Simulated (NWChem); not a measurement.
Molecule: C$_{3}$H$_{4}$F$_{2}$O; SMILES FC(F)CC=O

```xyz
10

O      0.5264    -2.0413    -0.5133
C     -0.2337    -1.7007     0.3514
C     -0.6979    -0.2846     0.5613
C      0.0428     0.7279    -0.2766
F     -0.5840     1.9244    -0.1990
F      1.2949     0.8859     0.2012
H     -0.6741    -2.4477     1.0609
H     -0.6073    -0.0134     1.6266
H     -1.7758    -0.2425     0.3257
H      0.1129     0.4331    -1.3367
```
Atoms are numbered in this order, from 1.

Results from NWChem. Pople sets run with spherical d functions. Geometry: optimised at PBE0/def2-SVP. Core excitations by TDA in a window of 1s orbitals, non-relativistic and unshifted: absolute energies depend strongly on the exact-exchange share.

Estimate the computed values for O K edge, BHandHLYP/6-311G**. Quantities: first 1s excitation (eV); dipole oscillator strength of the first; first state with f > 0.002 (eV); dipole oscillator strength of that state.

The first 1s excitation (eV) comes out as 528.3 and the dipole oscillator strength of the first is 0.0525. The first state with f > 0.002 (eV) is 528.3 and the dipole oscillator strength of that state is 0.0525.
